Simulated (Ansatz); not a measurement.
Isolated molecules relaxed with PBE0-D4/def2-TZVP in Ansatz; ΔE leaves out vibrations. CBS: MP2 limit from def2 TZ/QZ plus the TZ coupled-cluster correction, frozen cores. Elements past krypton have def2 core potentials. For Te outer-core shells are correlated without core-valence functions, which leaves a few kJ/mol of doubt a bond.

Consider the formal exchange of groups at a Te–C bond: `CC([SiH3])[TeH]` + `FC[SiH3]` → `FC([SiH3])[TeH]` + `CC[SiH3]`.

| species | HF/def2-TZVPP energy (Eh) |
| --- | --- |
| `CC([SiH3])[TeH]` | -636.35241 |
| `FC[SiH3]` | -429.20189 |
| `FC([SiH3])[TeH]` | -696.18720 |
| `CC[SiH3]` | -369.36557 |

Problem. Work out ΔE.

Solution. ΔE = (-696.18720) + (-369.36557) − (-636.35241) − (-429.20189) = 0.00153 Eh = +0.04 eV. CCSD(T)/CBS gives +0.04 eV.

Largest T1 diagnostic among the species: 0.012.

The D4 term adds +0.04 eV with B3LYP and +0.02 eV with PBE0; it sums over pairs of atoms, weighted by their polarisabilities, and B3LYP, whose exchange is more repulsive, gets the larger term. From PBE to PBE0 (25 % exact exchange), in def2-TZVPP and without D4, ΔE moves by +0.04 eV.

B3LYP here is the variant with VWN-RPA as its local correlation; programs differ in this.
